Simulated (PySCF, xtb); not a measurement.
Al(Cl)(Br)(NH2) (AlBrClH2N), SMILES [Al]([Cl])([NH2])[Br].

GFN2-xTB (xtb) at its own geometry gives an orbital gap of 4.17 eV and a dipole moment of 4.77 D.

Geometry: TPSSh-D3(BJ)/def2-SVP. Other conformers were not sampled.

**Question.** What does PySCF with PBE/def2-TZVP give? (The exact figures need the calculation; the answer reports its results.)

**Answer.** gap 4.94 eV (levels -6.56 and -1.62 eV), dipole 2.30 D.
